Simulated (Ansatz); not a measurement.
Geometry optimisation, Ansatz, RKS B3LYP-D4/def2-SVP.

input.yaml

```yaml
crystal:
  periodic: [false, false, false]
  atoms:
    - { symbol: Ge, position_ang: [-0.459442, -0.237085, -0.413414] }
    - { symbol: H, position_ang: [0.108234, 0.920881, 2.024823] }
    - { symbol: O, position_ang: [1.230935, -0.433857, 0.001547] }
    - { symbol: H, position_ang: [1.565682, -1.318683, -0.205901] }
    - { symbol: Cl, position_ang: [-0.857386, 1.816535, -0.800813] }
    - { symbol: Cl, position_ang: [-0.953873, -1.453297, -2.114267] }
    - { symbol: F, position_ang: [-1.47997, -0.78408, 0.840514] }
    - { symbol: H, position_ang: [-0.47868, 0.537485, 2.17511] }
basis:
  gaussian: { orbitals: def2-SVP }
hamiltonian:
  xc: b3lyp
  dispersion: d4
relax:
  f_tol: 0.03
  max_steps: 50
```

Run as:

```bash
$ ansatz run input.yaml --threads 4 --pin off --max-ram 5120MiB --backend cpu --events-out ev --progress --plain --runs-dir out
```

Q: Where does it end, and by what steps?

A: It converged. The force dipped under the threshold on the way, but the program's further checks kept it going. After 36 steps the energy has fallen by 0.174 eV; H2 moved furthest, 1.57 Å.

```
step  energy less start (eV)  largest force component (eV/Å)  accepted
   0                  0.0000                           1.436       yes
   2                 -0.1501                           0.131       yes
   4                 -0.1593                           0.040       yes
   6                 -0.1611                           0.114       yes
   8                 -0.1628                           0.090       yes
  10                 -0.1646                           0.071       yes
  12                 -0.1666                           0.119       yes
  14                 -0.1676                           0.073       yes
  16                 -0.1684                           0.159       yes
  18                 -0.1698                           0.019       yes
  20                 -0.1687                           0.296        no
  22                 -0.1715                           0.061       yes
  24                 -0.1719                           0.035       yes
  26                 -0.1722                           0.044       yes
  28                 -0.1724                           0.007       yes
  30                 -0.1728                           0.036       yes
  32                 -0.1731                           0.055       yes
  34                 -0.1733                           0.065        no
  36                 -0.1737                           0.026       yes
```

```xyz
8
Properties=species:S:1:pos:R:3
Ge -0.233 -0.354 -0.678
H -0.782 1.409 3.228
O 1.468 -0.670 -0.945
H 1.696 -1.610 -0.884
Cl -0.553 1.733 -0.911
Cl -1.500 -1.516 -1.953
F -0.645 -0.803 0.946
H -0.776 0.859 2.703
```

Whether the end is a true minimum wasn't checked by a vibrational analysis.

Run time: 78 s on 4 threads of Arm Neoverse V1, with other jobs on the host, peak memory 0.29 GiB.
